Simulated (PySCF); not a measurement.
## Working out the ionisation energy of Se¹⁷⁺

Se¹⁷⁺ [Ne] 3s2 3p5 (2P) → Se¹⁸⁺ [Ne] 3s2 3p4 (3P). Computed with PySCF 2.14 in an uncontracted even-tempered set (17 s from 1.4 bohr⁻², ratio 2.5; 11 p from 1.8 bohr⁻², ratio 2.5; 5 d from 10 bohr⁻², ratio 2.7; 4 f from 16 bohr⁻², ratio 2.7), with no relativity, point nucleus. Frozen: 1s2; the 18 highest virtual orbitals dropped. Energies in hartree (1 hartree = 27.21139 eV):

| part | Se¹⁷⁺ (lower) | Se¹⁸⁺ (upper) |
| --- | --- | --- |
| UHF | -2247.270421 | -2221.878951 |
| CCSD correlation | -0.582302 | -0.549668 |
| (T) | -0.002725 | -0.002649 |

Question: What does Hartree-Fock give?

Answer: (-2221.878951) − (-2247.270421) = 25.391470 hartree = 690.937 eV.

Question: What do CCSD and CCSD(T) give?

Answer: The CCSD correlation energies differ by 0.032634 hartree = 0.888 eV and the triples by 0.000076 hartree = 0.002 eV, so CCSD gives 691.825 eV and CCSD(T) 691.827 eV.

Reference: 693.4 ± 0.7 eV (semi-empirical (NIST evaluation); NIST Atomic Spectra Database, ionization energies), between the lowest levels; spin-orbit coupling is absent from the calculation.

The calculation is non-relativistic.

What remains against the reference includes basis incompleteness, the frozen core and higher excitations.
